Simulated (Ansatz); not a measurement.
Pulling on the Ge1–F2 bond in F2Ge (SMILES [F][Ge][F]) (multiplicity 1 held, fragments rigid). Energies count from the point at 1.758 Å.
Geometry at that point (charge 0, multiplicity 1):
| atom | x (Å) | y (Å) | z (Å) |
|---|---|---|---|
| Ge | 0.0353 | -0.0209 | 0.4157 |
| F | 0.5995 | 1.1803 | -0.7378 |
| F | -0.7249 | -1.1061 | -0.7402 |

Signs of static correlation in cc-pVTZ, from Ansatz (a first-principles code) runs.

```
R (Å)  T1 of restricted CCSD  ⟨S²⟩ of UHF  largest double amplitude of restricted CCSD
-----  ---------------------  -----------  -------------------------------------------
1.407                  0.014        0.000                                        0.092
1.582                  0.015        0.000                                        0.092
1.758                  0.017        0.000                                        0.090
1.934                  0.018        0.000                                        0.085
2.110                  0.020        0.000                                        0.073
2.374                  0.024        0.000                                        0.074
2.637                  0.029        0.000                                        0.086
3.077                  0.044        0.930                                            ?
3.517                  0.073        0.996                                            ?
4.044                  0.140        1.020                                        0.492
4.747                  0.072        1.021                                        0.088
5.627                  0.319        1.021                                        2.131
```

Problem. Fill in the missing entries.

Solution. 
- 3.077, largest double amplitude of restricted CCSD: 0.122
- 3.517, largest double amplitude of restricted CCSD: 0.206

Doubts at one or more of the structures used: a restricted determinant that unrestricted orbitals would lower (R-CCSD(T)/cc-pVTZ); T1 above 0.05 (R-CCSD(T)/cc-pVTZ, U-CCSD(T)/cc-pVTZ); other coupled-cluster roots lie near (R-CCSD(T)/cc-pVTZ); a spin-contaminated determinant (U-CCSD(T)/cc-pVTZ).
